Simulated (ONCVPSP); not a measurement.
## Configuration tests for niobium (ONCV)

* Element: Nb
* Generator: ONCVPSP 4.0.1
* Type: optimised norm-conserving Vanderbilt (ONCV)
* Functional: PBE
* Relativity: scalar-relativistic
* Frozen core: [Ar] 3d10 4s2
* Valence charge: 11
* Reference configuration: 4p6 4d4.5 5s0.5
* Partial waves: 5s: rc 3.25 bohr, ncon 4, nbas 9, qcut 1.6 1/bohr, 2 projectors, debl 2.8 Ha; 4p: rc 2.15 bohr, ncon 4, nbas 8, qcut 6.3 1/bohr, 1 projector; 4d: rc 2.85 bohr, ncon 4, nbas 9, qcut 5.2 1/bohr, 2 projectors, debl 2.8 Ha
* Local potential: polynomial inside 1.80 bohr (lpopt 5, dvloc0 6 Ha)
* Core correction: none

Energies are relative to the spin-unpolarised reference configuration 4p6 4d4.5 5s0.5; without spin polarisation the order of configurations can differ from experiment.

```json
{"valence configuration": "4p6 4d4 5s1", "charge": "0", "ΔE all-electron (eV)": "-0.558", "error AE − PS (meV)": "+6.2"}
{"valence configuration": "4p6 4d4 5s0", "charge": "+1", "ΔE all-electron (eV)": "6.079", "error AE − PS (meV)": "-3.7"}
```

Q: What are ΔE and the potential's error for 4p6 4d3 5s0?

A: ΔE = 20.120 eV all-electron; the error (AE − PS) is +11 meV.

Q: What are ΔE and the potential's error for 4p6 4d5 5s0?

A: ΔE = 0.712 eV all-electron; the error (AE − PS) is +2.7 meV.

Levels in the configuration 4p6 4d3 5s0:

```json
{"level": "4p", "all-electron (eV)": "-51.873", "pseudo (eV)": "-51.851"}
{"level": "4d", "all-electron (eV)": "-19.100", "pseudo (eV)": "-19.045"}
```

Note: no bound ghost flagged; GHOST(+) flagged for s at 93.3 eV.
